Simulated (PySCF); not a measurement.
## Correlation energy of Be (beryllium, neutral)

[He] 2s1 3d1, high-spin 3D determinant (an excited configuration). All numbers are calculated (PySCF 2.14, no relativity, point nucleus, in dyall-acv3z (15s9p4d2f, 76 functions)). Frozen: 1s2; 2 electrons correlated; the 10 highest virtual orbitals of each spin left out.

With two correlated electrons CCSD is exact within the correlated space (frozen core and kept virtual orbitals).

```csv
level,correlation energy (mhartree)
CCSD,-8.34
```

Diagnostics: T1 = 0.0046, D1 = 0.0065, largest double amplitude 0.102.

The outer electron is Rydberg-like, and this basis confines it to a smaller radius and binds it less than a complete one would.

Cost of the coupled-cluster step: of the order of 5 core-seconds, for 2 correlated electrons.
